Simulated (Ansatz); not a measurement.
`CC(C)[O][Ga]([SH])[CH](C)C` from Hartree–Fock to CCSD(T)

```json
{"atom": "C1", "x (Å)": "-2.6849", "y (Å)": "-0.9552", "z (Å)": "-1.0235"}
{"atom": "C2", "x (Å)": "-1.4973", "y (Å)": "-0.7680", "z (Å)": "-0.0999"}
{"atom": "C3", "x (Å)": "-1.5598", "y (Å)": "-1.6993", "z (Å)": "1.0966"}
{"atom": "O4", "x (Å)": "-1.4835", "y (Å)": "0.5739", "z (Å)": "0.3378"}
{"atom": "Ga5", "x (Å)": "-0.0086", "y (Å)": "1.5626", "z (Å)": "0.5254"}
{"atom": "S6", "x (Å)": "-0.5528", "y (Å)": "3.5325", "z (Å)": "1.3469"}
{"atom": "C7", "x (Å)": "1.8107", "y (Å)": "0.9644", "z (Å)": "0.0158"}
{"atom": "C8", "x (Å)": "2.2203", "y (Å)": "-0.3102", "z (Å)": "0.7462"}
{"atom": "C9", "x (Å)": "1.9287", "y (Å)": "0.8051", "z (Å)": "-1.4976"}
{"atom": "H10", "x (Å)": "-2.6148", "y (Å)": "-0.2790", "z (Å)": "-1.8777"}
{"atom": "H11", "x (Å)": "-3.6101", "y (Å)": "-0.7305", "z (Å)": "-0.4870"}
{"atom": "H12", "x (Å)": "-2.7371", "y (Å)": "-1.9818", "z (Å)": "-1.3948"}
{"atom": "H13", "x (Å)": "-0.5820", "y (Å)": "-0.9989", "z (Å)": "-0.6692"}
{"atom": "H14", "x (Å)": "-1.5941", "y (Å)": "-2.7456", "z (Å)": "0.7819"}
{"atom": "H15", "x (Å)": "-2.4531", "y (Å)": "-1.4833", "z (Å)": "1.6878"}
{"atom": "H16", "x (Å)": "-0.6865", "y (Å)": "-1.5652", "z (Å)": "1.7404"}
{"atom": "H17", "x (Å)": "0.7148", "y (Å)": "3.9775", "z (Å)": "1.3310"}
{"atom": "H18", "x (Å)": "2.4757", "y (Å)": "1.7758", "z (Å)": "0.3319"}
{"atom": "H19", "x (Å)": "2.1892", "y (Å)": "-0.1978", "z (Å)": "1.8331"}
{"atom": "H20", "x (Å)": "1.5750", "y (Å)": "-1.1528", "z (Å)": "0.4835"}
{"atom": "H21", "x (Å)": "3.2445", "y (Å)": "-0.5937", "z (Å)": "0.4762"}
{"atom": "H22", "x (Å)": "1.2599", "y (Å)": "0.0270", "z (Å)": "-1.8766"}
{"atom": "H23", "x (Å)": "1.6967", "y (Å)": "1.7287", "z (Å)": "-2.0342"}
{"atom": "H24", "x (Å)": "2.9489", "y (Å)": "0.5136", "z (Å)": "-1.7740"}
```

The species carries charge 0 and has multiplicity 1. Correlated methods include outer-core shells of Ga, which these sets cover unevenly. Scalar relativity is left out up to krypton. Geometry: relaxed with PBE0-D4/def2-TZVP. It is one conformer, not always the lowest. Frozen core, restricted reference, Ansatz.

| basis | HF (Eh) | MP2 corr. | CCSD corr. | (T) | CCSD(T) total |
| --- | --- | --- | --- | --- | --- |
| def2-SVP | -2631.05286 | -1.39810 | -1.48841 | -0.04645 | -2632.58772 |
| def2-TZVPP | -2631.78670 | -1.70119 | -1.77850 | -0.07429 | -2633.63949 |
| def2-QZVPP | -2631.85244 | -2.04919 | – | – | – |
